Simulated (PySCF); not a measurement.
Species: sum formula SiBrCl3 (charge 0, singlet). SMILES: Cl[Si](Cl)(Cl)Br
Geometry: optimised at B3LYP-D3(BJ)/def2-TZVP (Ansatz).

Dispersion corrections to the total energy (kcal/mol) from the dftd3 and dftd4 libraries through PySCF: D3(BJ) without and D4 with the three-body term, each with the damping fitted for the functional named.

```csv
functional,D3(BJ),D4
LC-wPBE,-6.52,-7.47
PBE0,-5.42,-5.61
HF,-39.59,[?]
r2SCAN,-1.56,[?]
B2PLYP,-6.08,-4.56
BP86,-11.56,-9.45
PBE,[?],-6.52
```

Problem. What belongs in the gaps?

Solution. 
- HF, D4: -19.53
- r2SCAN, D4: -1.40
- PBE, D3(BJ): -5.63
